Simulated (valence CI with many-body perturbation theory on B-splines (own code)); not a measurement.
## E1 line list for S IV

Level of theory: relativistic CI+MBPT: three valence electrons over a frozen Dirac-Fock core [Ne], a basis of 11 s, 11 p, 9 d, 7 f, 5 g, 2 h, 1 i functions for each j, with the one-electron correlation potential Σ1 (screened to all orders), the two-electron term Σ2, the three-electron term Σ3, Breit, model QED; selected single and double excitations, second order for the rest, scaled by the run's own slope (own B-spline code, finite nucleus).

Set against measurement, 64 paired levels are off by 78 cm⁻¹ on average, the worst by 191. These come from a selection out of NIST levels in Podobedova, Kelleher and Wiese, J. Phys. Chem. Ref. Data 38, 171 (2009). Levels without a partner in it may be off by more.

Lines 1 to 50 of 276 in falling wavelength, among levels below 37.941 eV, chosen from the strongest by gf and those to the six lowest levels. Wavelengths and rates use the calculated energies, so an error of 80 cm⁻¹ moves a line at 7076 Å by 0.57 % and its rate by three times that or more. Electric multipoles are in the length gauge, E1 and E2 with the static RPA response of the core. Weak lines are less certain than strong ones. Lines between different terms over intervals too small for the method are left out, as are lines whose strength nearly cancels. Where a level lies close to another of its J and parity, the split of strength between their lines is uncertain. The highest levels of a list are the least certain.

Names give the largest LS component (configuration and term), which can be under half, so a name can repeat, a term be missing and a line seem to break the LS rules; names also repeat where a configuration has a term twice. Letters in brackets count levels of one name in rising energy.

| λ vac (Å) | λ from measured levels | Upper | Lower | A (s⁻¹) | S (a.u.) with core polarisation | S without |
| --- | --- | --- | --- | --- | --- | --- |
| 7076 | 7092 | 3s2 5p 2P°_1/2 | 3s2 5s 2S_1/2 | 6.12e+07 | 2.14e+01 | 2.14e+01 |
| 6989 | 7005 | 3s2 5p 2P°_3/2 | 3s2 5s 2S_1/2 | 6.30e+07 | 4.25e+01 | 4.25e+01 |
| 6237 | 6255 | 3s 3p 4p 2D_3/2 | 3s2 5p 2P°_1/2 | 9.43e+06 | 4.52e+00 | 4.51e+00 |
| 6133 | 6142 | 3s 3p 4p 2D_5/2 | 3s2 5p 2P°_3/2 | 2.22e+07 | 1.52e+01 | 1.52e+01 |
| 5523 | 5543 | 3s2 5d 2D_3/2 | 3s2 5p 2P°_3/2 | 2.71e+07 | 9.03e+00 | 9.03e+00 |
| 5474 | 5499 | 3s2 5d 2D_5/2 | 3s2 5p 2P°_3/2 | 1.51e+08 | 7.33e+01 | 7.33e+01 |
| 5470 | 5490 | 3s2 5d 2D_3/2 | 3s2 5p 2P°_1/2 | 1.38e+08 | 4.45e+01 | 4.45e+01 |
| 4668 | 4660 | 3s 3p 4p 2P_3/2 | 3s 3p 4s 2P°_3/2 | 3.31e+07 | 6.64e+00 | 6.64e+00 |
| 4607 | 4599 | 3s 3p 4p 2P_1/2 | 3s 3p 4s 2P°_1/2 | 2.72e+07 | 2.63e+00 | 2.63e+00 |
| 4547 | 4540 | 3s 3p 4p 4D_3/2 | 3s 3p 4s 2P°_3/2 | 8.78e+06 | 1.63e+00 | 1.63e+00 |
| 4539 | 4532 | 3s 3p 4p 2P_3/2 | 3s 3p 4s 2P°_1/2 | 8.95e+06 | 1.65e+00 | 1.65e+00 |
| 4490 |  | 3s2 4f 2F°_7/2 | 3s2 4d 2D_5/2 | 9.87e+07 | 3.53e+01 | 3.53e+01 |
| 4472 |  | 3s2 4f 2F°_5/2 | 3s2 4d 2D_5/2 | 6.60e+06 | 1.75e+00 | 1.75e+00 |
| 4471 |  | 3s2 4f 2F°_5/2 | 3s2 4d 2D_3/2 | 9.25e+07 | 2.45e+01 | 2.45e+01 |
| 4297 |  | 3s 3p 4p 2D_3/2 | 3s2 4f 2F°_5/2 | 2.17e+07 | 3.39e+00 | 3.39e+00 |
| 4200 |  | 3s 3p 4p 2D_5/2 | 3s2 4f 2F°_7/2 | 2.91e+07 | 6.38e+00 | 6.37e+00 |
| 3918 |  | 3s2 5d 2D_3/2 | 3s2 4f 2F°_5/2 | 4.33e+07 | 5.14e+00 | 5.14e+00 |
| 3880 |  | 3s2 5d 2D_5/2 | 3s2 4f 2F°_7/2 | 3.33e+07 | 5.76e+00 | 5.76e+00 |
| 3587 | 3570 | 3s 3p 4p 2P_3/2 | 3s 3p 3d 2P°_3/2 [a] | 2.19e+07 | 2.00e+00 | 1.99e+00 |
| 3401 | 3396 | 3s 3p 4p 2P_3/2 | 3s 3p 4s 4P°_3/2 | 2.32e+07 | 1.80e+00 | 1.81e+00 |
| 3398 | 3393 | 3s 3p 4p 2P_1/2 | 3s 3p 4s 4P°_1/2 | 3.58e+07 | 1.39e+00 | 1.39e+00 |
| 3380 | 3370 | 3s 3p 4p 2D_3/2 | 3s 3p 4s 2P°_3/2 | 3.52e+07 | 2.68e+00 | 2.69e+00 |
| 3377 | 3364 | 3s2 5p 2P°_1/2 | 3s2 4d 2D_3/2 | 2.64e+08 | 1.00e+01 | 1.00e+01 |
| 3375 | 3371 | 3s 3p 4p 4D_5/2 | 3s 3p 4s 4P°_5/2 | 4.56e+07 | 5.19e+00 | 5.21e+00 |
| 3358 | 3345 | 3s2 5p 2P°_3/2 | 3s2 4d 2D_5/2 | 2.38e+08 | 1.78e+01 | 1.78e+01 |
| 3358 | 3344 | 3s2 5p 2P°_3/2 | 3s2 4d 2D_3/2 | 2.65e+07 | 1.98e+00 | 1.98e+00 |
| 3349 | 3342 | 3p3 2P°_3/2 | 3s2 4s 2S_1/2 | 3.13e+07 | 2.32e+00 | 2.33e+00 |
| 3348 | 3341 | 3p3 2P°_1/2 | 3s2 4s 2S_1/2 | 3.81e+07 | 1.41e+00 | 1.42e+00 |
| 3336 | 3332 | 3s 3p 4p 4D_3/2 | 3s 3p 4s 4P°_3/2 | 7.01e+07 | 5.14e+00 | 5.16e+00 |
| 3329 | 3318 | 3s 3p 4p 2D_5/2 | 3s 3p 4s 2P°_3/2 | 1.91e+08 | 2.08e+01 | 2.09e+01 |
| 3314 | 3310 | 3s 3p 4p 4D_1/2 | 3s 3p 4s 4P°_1/2 | 1.23e+08 | 4.40e+00 | 4.42e+00 |
| 3314 | 3310 | 3s 3p 4p 4D_7/2 | 3s 3p 4s 4P°_5/2 | 1.89e+08 | 2.72e+01 | 2.73e+01 |
| 3311 | 3302 | 3s 3p 4p 2D_3/2 | 3s 3p 4s 2P°_1/2 | 1.57e+08 | 1.12e+01 | 1.13e+01 |
| 3306 | 3302 | 3s 3p 4p 4D_5/2 | 3s 3p 4s 4P°_3/2 | 1.42e+08 | 1.52e+01 | 1.53e+01 |
| 3297 | 3293 | 3s 3p 4p 4D_3/2 | 3s 3p 4s 4P°_1/2 | 7.66e+07 | 5.42e+00 | 5.44e+00 |
| 3122 | 3119 | 3s2 4p 2P°_1/2 | 3s2 4s 2S_1/2 | 1.66e+08 | 4.99e+00 | 5.00e+00 |
| 3102 | 3098 | 3s2 4p 2P°_3/2 | 3s2 4s 2S_1/2 | 1.78e+08 | 1.05e+01 | 1.05e+01 |
| 2989 | 2983 | 3s 3p 4p 4P_3/2 | 3s 3p 4s 4P°_5/2 | 7.66e+07 | 4.04e+00 | 4.05e+00 |
| 2952 | 2946 | 3s 3p 4p 4P_5/2 | 3s 3p 4s 4P°_5/2 | 1.95e+08 | 1.49e+01 | 1.49e+01 |
| 2952 | 2946 | 3s 3p 4p 4P_1/2 | 3s 3p 4s 4P°_3/2 | 2.23e+08 | 5.66e+00 | 5.67e+00 |
| 2935 | 2929 | 3s 3p 4p 4P_3/2 | 3s 3p 4s 4P°_3/2 | 6.39e+07 | 3.19e+00 | 3.20e+00 |
| 2921 | 2915 | 3s 3p 4p 4P_1/2 | 3s 3p 4s 4P°_1/2 | 4.01e+07 | 9.87e-01 | 9.90e-01 |
| 2905 | 2899 | 3s 3p 4p 4P_3/2 | 3s 3p 4s 4P°_1/2 | 1.26e+08 | 6.07e+00 | 6.09e+00 |
| 2899 | 2893 | 3s 3p 4p 4P_5/2 | 3s 3p 4s 4P°_3/2 | 7.04e+07 | 5.08e+00 | 5.09e+00 |
| 2834 | 2833 | 3s 3p 4p 4S_3/2 | 3s 3p 4s 4P°_5/2 | 2.09e+08 | 9.40e+00 | 9.45e+00 |
| 2785 | 2784 | 3s 3p 4p 4S_3/2 | 3s 3p 4s 4P°_3/2 | 8.85e+07 | 3.78e+00 | 3.80e+00 |
| 2758 | 2757 | 3s 3p 4p 4S_3/2 | 3s 3p 4s 4P°_1/2 | 3.27e+07 | 1.35e+00 | 1.36e+00 |
| 2741 | 2725 | 3s 3p 4p 2D_5/2 | 3s 3p 3d 2P°_3/2 [a] | 1.78e+07 | 1.09e+00 | 1.09e+00 |
| 2402 | 2400 | 3s2 4d 2D_3/2 | 3s2 4p 2P°_3/2 | 9.49e+07 | 2.60e+00 | 2.60e+00 |
| 2402 | 2400 | 3s2 4d 2D_5/2 | 3s2 4p 2P°_3/2 | 5.69e+08 | 2.33e+01 | 2.34e+01 |
